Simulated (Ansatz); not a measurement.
Calculated with Ansatz (gas phase, PBE0-D4/def2-TZVP geometries, no zero-point term in ΔE). CCSD(T)/CBS is the MP2 limit (def2-TZVPP, def2-QZVPP) plus CCSD(T) − MP2 in def2-TZVPP, frozen cores. Functionals use def2-TZVPP. B3LYP here is the variant with VWN-RPA as its local correlation; programs differ in this. Each species was taken in one conformer, which may not be the lowest.

Consider the isomerisation: `FCB1N[SiH2]1` → `C=NB(F)[SiH3]`.

(1) Is it downhill or uphill in electronic energy at CCSD(T)/CBS, and by how much? (Estimate.)

(2) What do these levels give: PBE-D4, B3LYP-D4, ωB97M-V, HF/def2-TZVPP, SCS-MP2/def2-TZVPP, CCSD(T)/def2-TZVPP? (An estimate is asked.)

Largest T1 diagnostic among the species: 0.015.

Answers

(1) Computed: Downhill: ΔE = -122.9 kJ/mol.

(2) Ansatz gave: PBE-D4 -122.5, B3LYP-D4 -137.9, ωB97M-V -116.9, HF/def2-TZVPP -150.1, SCS-MP2/def2-TZVPP -128.2, CCSD(T)/def2-TZVPP -128.0 kJ/mol.

In def2-TZVPP, CCSD(T) changes the Hartree–Fock value by +22.1 kJ/mol (the triples alone add +0.4 kJ/mol) and MP2 by +29.9 kJ/mol. From PBE to PBE0 (25 % exact exchange), in def2-TZVPP and without D4, ΔE moves by +7.3 kJ/mol.
